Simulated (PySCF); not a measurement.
# LiSe⁺ at PBE0

Level: PBE0. PySCF, no relativity, basis sets Li def2-SVPD, Se def2-SVPD.

```json
{
  "state": "³Σ⁻ (triplet), unpaired electrons π ↑↑",
  "bond length": "2.585 Å",
  "harmonic wavenumber": "315 cm⁻¹",
  "force constant": "0.377 mdyn/Å",
  "rotational constant Be": "0.3910 cm⁻¹",
  "anharmonicity ωexe": "4.00 cm⁻¹",
  "vibration–rotation constant αe": "0.00679 cm⁻¹",
  "well depth De to Li⁺ + Se": "0.91 eV",
  "dissociation energy D0": "0.89 eV",
  "bond order (Mayer)": "0.07",
  "dipole moment (positive dipole points towards Se; it is taken about the centre of mass and depends on that origin)": "-8.84 D"
}
```

Spin–orbit coupling is left out. For an ion De counts to the pair picked by the measured ionisation energies or electron affinities, which need not be the lowest pair at this level. The state is the lowest determinant that a PBE0 search found; another state may lie lower at other levels.
